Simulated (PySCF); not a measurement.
Static response to an electric field

Species: C4H9NSSi2.
Cartesian coordinates in Å at the GFN2-xTB level; atoms count from 1:
```
atom  x, y, z in Å
Si1   -1.765    1.412    0.407
N2    -0.973   -0.084   -0.045
Si3   -1.789   -1.561   -0.515
C4     0.400   -0.105   -0.038
C5     1.271    0.859    0.382
C6     2.627    0.489    0.238
C7     2.789   -0.747   -0.288
S8     1.265   -1.495   -0.625
H9    -1.464    1.703    1.811
H10   -3.188    1.179    0.211
H11   -1.268    2.472   -0.473
H12   -3.207   -1.274   -0.350
H13   -1.347   -2.632    0.378
H14   -1.452   -1.855   -1.909
H15    0.957    1.802    0.790
H16    3.446    1.128    0.520
H17    3.692   -1.280   -0.503
```

Level: wB97X-D/def2-SVPD (PySCF), static field, nuclei fixed, core orbitals frozen in the response. The polarisability tensor in these axes (au):

```
x   150.78  -0.74   0.26
y    -0.74 122.10  13.89
z     0.26  13.89  91.53
```

**Question.** What are the eigenvalues, a third of the trace, and Δα (Δα² = ½Σ(αi − αj)² over the three pairs)?

**Answer.** Principal values 86.16, 127.45 and 150.80 au; mean 121.47 au = 18.00 Å³ = 20.03 × 10⁻⁴⁰ C²·m²/J; Δα = 56.70 au (47 % of the mean).

**Question.** What is the dipole moment, and where does it point?

**Answer.** (-0.65, 0.45, 0.19) D, 0.81 D in size, pointing from the negative to the positive side. Measured along this direction, the outermost atoms are H17 at the negative end and H10 at the positive end.

**Question.** What would n − 1 = 2πNα be for an ideal gas of these molecules at 350 K and 1 atm, electronic part alone?

**Answer.** N = p/kT = 2.0968 × 10¹⁹ cm⁻³, so n − 1 = 2π × N × 18.00 × 10⁻²⁴ cm³ = 2371 × 10⁻⁶ at long wavelengths.

**Question.** Find the Langevin capture rate constant for NH4+ (18.034 u) meeting this molecule (158.999 u), k = 2.342 × 10⁻⁹ cm³/s × √(α in Å³ / reduced mass in u).

**Answer.** The reduced mass is 16.20 u, so k = 2.47 × 10⁻⁹ cm³/s. The formula leaves out the permanent dipole, which adds to the capture rate.

**Question.** Form Σ f/ω² (atomic units) for the 8 lowest TDDFT singlets, given as eV and f, and set it beside the mean polarisability, which is this sum over all singlets: 4.86, 0.0016; 5.11, 0.2042; 5.50, 0.0019; 5.94, 0.0011; 6.03, 0.0151; 6.23, 0.0040; 6.39, 0.0021; 6.65, 0.0403.

**Answer.** They add up to 7.00 au, 5.8 % of the 121.47 au; the largest single term is 5.78 au, from the state at 5.11 eV. Terms in order: 0.05, 5.78, 0.05, 0.02, 0.31, 0.08, 0.04, 0.68 au. Higher excitations give the rest. The strengths listed sum to 0.270.

**Question.** Directions of the eigenvectors, and the extent of the frame along each?

**Answer.** Largest value along (1.00, -0.03, 0.00), where the nuclei span 6.94 Å; middle along (0.03, 0.93, 0.36), 4.66 Å; least along (-0.01, -0.36, 0.93), 2.63 Å. The response follows the extents in order.

Isolated species at its GFN2-xTB geometry, gas phase.
